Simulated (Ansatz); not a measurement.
Bi, doublet (core potentials on Bi); R2SCAN/def2-SV(P) (Ansatz, a program for electronic structure).

Ansatz was given this input:
Ansatz 0.2 input:
```yaml
crystal:
  periodic: [false, false, false]
  atoms:
    - {symbol: Bi, position_ang: [0.00000000, 0.00000000, 0.00000000]}
basis:
  gaussian:
    orbitals: def2-SV_P_.json
hamiltonian:
  xc: r2scan
magnetization: {spin_polarized: false, initial_magnetization: 1}
```
The basis file holds def2-SV(P) in the JSON format of the Basis Set Exchange.

Q: Predict the main parts of the log of this Ansatz run.

A: 
```
Functional definition: r2SCAN
276 factors; their error is unknown
mean field evaluation 1: about -5840.8415 eV, gradient 2.9e0 eV
mean field evaluation 2: about -5840.7905 eV, gradient 4.7e0 eV
mean field evaluation 4: about -5840.8045 eV, gradient 4.1e0 eV
mean field evaluation 8: about -5840.8410 eV, gradient 2.9e0 eV
mean field evaluation 16: about -5840.8415 eV, gradient 2.9e0 eV
mean field evaluation 32: about -5840.8553 eV, gradient 9.5e-2 eV
mean field evaluation 64: about -5840.8554 eV, gradient 9.2e-2 eV
mean field evaluation 96: about -5840.8554 eV, gradient 1.4e-5 eV
mean field evaluation 128: about -5840.8554 eV, gradient 2.1e-5 eV
mean field -5840.85544805 eV, -214.6474786418 hartree, gradient 1.9e-5 eV, S^2 0.750000; 14 other end points of the search recorded, 0 dependent functions left out
reference -5840.85545548 eV, -214.6474789147 hartree; 12, 11 occupied and 14, 15 virtual orbitals, 276 factors
Total energy: -5840.85545548 eV, -214.6474789147 hartree
```
